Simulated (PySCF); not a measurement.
A barrier at the coupled-cluster level

Start structure (ZnH$_{3}$OF, closed shell), relaxed at PBE0-D4/def2-TZVP:

```xyz
6
angstrom
Zn -0.4417 -0.5945 -0.0543
F -0.7585 -1.2893 -1.6229
O -0.1044 0.1276 1.5199
H 0.8320 1.0544 -1.3844
H 0.9543 1.3381 -0.6992
H -0.4943 -0.3201 2.2726
```

The step: ZnHOF ([OH][Zn][F]) + H₂ → ZnH₂O ([OH][ZnH]) + HF; bonds formed: Zn1–H5, F2–H4; bonds broken: Zn1–F2, H4–H5. Program: PySCF 2.14 with density fitting (its default auxiliary sets; JK sets also for MP2 and CCSD(T)). Basis: def2-TZVPP and def2-QZVPP. Cores are frozen in the correlated methods. The 3s and 3p shells of Cu and Zn are frozen; filled d shells are correlated. Extrapolation: Hartree–Fock as exp(−7.88 √X), correlation as X^−2.97. Energies below are by CCSD(T) at an estimated basis limit (MP2 extrapolated from triple and quadruple zeta, plus CCSD(T) − MP2 in triple zeta).

(1) What are the electronic barrier and the energy of the step, from the start structure to the end structure? (An estimate is asked for; the value comes from the calculation.)

The T1 diagnostic stays at or below 0.018.

## Answers

(1) Computed: Barrier 25.32 kcal/mol; step energy 8.74 kcal/mol (uphill); reverse barrier, their difference, 16.58 kcal/mol. Barrier and step energy count from the start structure, the reverse barrier from the end structure.

The saddle point: One imaginary mode of 970i cm⁻¹.
```csv
pair,start (Å),saddle (Å),end (Å)
Zn1–H5,2.47,1.76,1.53
F2–H4,2.84,1.25,0.93
Zn1–F2,1.74,1.99,2.75
H4–H5,0.75,0.98,1.92
```

Zero-point energy (harmonic, PBE0-D4): ZPE is 17.25 kcal/mol at the start and 17.51 kcal/mol at the saddle, so the barrier goes from 25.32 to 25.58 kcal/mol.

Labels in which every atom is bracketed show which atoms are joined, not bond orders.

For scale, one of the runs: CCSD(T)/def2-TZVPP, 168 basis functions, launched by `OMP_NUM_THREADS=4 python run.py`. Hardware: 4 CPU threads of an Arm Neoverse V2, shared host. Wall time 4.2 min; peak host memory 1.8 GiB.
